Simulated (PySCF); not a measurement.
Nonlinear optical response: `C=C[C@@H](C)C(C)C`, C₇H₁₄

Geometry:
| atom | x (Å) | y (Å) | z (Å) |
| --- | --- | --- | --- |
| C1 | 1.972 | -0.810 | 1.344 |
| C2 | 1.327 | -0.725 | 0.179 |
| C3 | 0.504 | 0.444 | -0.280 |
| C4 | 0.960 | 0.912 | -1.661 |
| C5 | -1.017 | 0.152 | -0.235 |
| C6 | -1.431 | -1.052 | -1.074 |
| C7 | -1.511 | 0.007 | 1.199 |
| H8 | 1.941 | 0.008 | 2.071 |
| H9 | 2.555 | -1.695 | 1.615 |
| H10 | 1.396 | -1.568 | -0.521 |
| H11 | 0.680 | 1.271 | 0.431 |
| H12 | 0.361 | 1.770 | -2.005 |
| H13 | 2.016 | 1.219 | -1.643 |
| H14 | 0.864 | 0.114 | -2.414 |
| H15 | -1.504 | 1.045 | -0.669 |
| H16 | -1.019 | -1.988 | -0.663 |
| H17 | -1.099 | -0.967 | -2.120 |
| H18 | -2.527 | -1.157 | -1.085 |
| H19 | -1.273 | 0.899 | 1.799 |
| H20 | -1.041 | -0.859 | 1.692 |
| H21 | -2.602 | -0.139 | 1.229 |

Level of theory: quadratic response CAM-B3LYP/aug-cc-pVDZ first hyperpolarisability, Taylor convention, gas phase (PySCF 2.14.0). Geometry: PBE0-D3(BJ)/def2-SVP.

What is the first hyperpolarisability, and how does it disperse?

In 10⁻³⁰ esu, Taylor convention; the vector part is βᵢ = ⅓ Σⱼ (βᵢⱼⱼ + βⱼᵢⱼ + βⱼⱼᵢ); β∥ is 3/5 of the vector part along the dipole, the dipole points from − to +:
| process | λ (nm) | β vector norm | β∥ | β HRS | depolarisation ratio |
| --- | --- | --- | --- | --- | --- |
| static β(0;0,0) | ∞ | 0.52 | 0.29 | 0.21 | 5.33 |
| second harmonic β(−2ω;ω,ω) | 1907 | 0.56 | 0.31 | 0.23 | 5.43 |
| Pockels β(−ω;ω,0) | 1907 | 0.54 | 0.30 | – | – |
| second harmonic β(−2ω;ω,ω) | 1064 | 0.66 | 0.36 | 0.26 | 5.64 |
| Pockels β(−ω;ω,0) | 1064 | 0.56 | 0.31 | – | – |

Which lowest excitations, dipole and polarisabilities go with it?

S1 6.65 eV (f = 0.039); S2 6.91 eV (f = 0.085); S3 7.08 eV (f = 0.204); dipole 0.39 D; isotropic α 88.6 au static, 88.9 au at 1907 nm, 89.4 au at 1064 nm, 89.5 au at 953.5 nm, 91.7 au at 532 nm.
